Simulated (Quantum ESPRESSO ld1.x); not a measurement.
Species: the neodymium ion Nd4+. Configuration: [Xe] 5f2 (not the ground configuration). Calculated with ld1.x of Quantum ESPRESSO 7.5: non-relativistic Kohn-Sham, LDA (Slater exchange, Perdew-Zunger correlation), spin-polarised, spherical densities, point nucleus; open shells are filled with parallel spins first; relativity is left out, which matters for an element this heavy.

Unscreened Slater integrals over Kohn-Sham orbitals (cm^-1). They are taken over the spin-up orbitals. Empty in this configuration: 4f, 6s.

integral,value
"F0(5f,5f)",67899
"F2(5f,5f)",35805
"F4(5f,5f)",23895
"F6(5f,5f)",17701
"F0(5f,6s)",67905
"G3(5f,6s)",26286
"F0(5f,5p)",83153
"F2(5f,5p)",30614
"G2(5f,5p)",18284
"G4(5f,5p)",12558
"F0(5f,4f)",89532
"F2(5f,4f)",16078
"F4(5f,4f)",6883.8
"F6(5f,4f)",4283.9
"G0(5f,4f)",5258.8
"G2(5f,4f)",5886.8
"G4(5f,4f)",4413.3
"G6(5f,4f)",3385.7
"F0(6s,6s)",68237
"F0(6s,5p)",82257
"G1(6s,5p)",7312.8
"F0(6s,4f)",88902
"G3(6s,4f)",3904.6
"F0(5p,5p)",130990
"F2(5p,5p)",71113
"F0(5p,4f)",158430
"F2(5p,4f)",54001
"G2(5p,4f)",22412
"G4(5p,4f)",18787
"F0(4f,4f)",255140
"F2(4f,4f)",126380
"F4(4f,4f)",80394
"F6(4f,4f)",58164

Derived for the open shells (J is the average intra-shell exchange parameter used in DFT+U). 5f: F4/F2 = 0.667, F6/F2 = 0.494, J = (286 F2 + 195 F4 + 250 F6)/6435 = 3003 cm^-1.
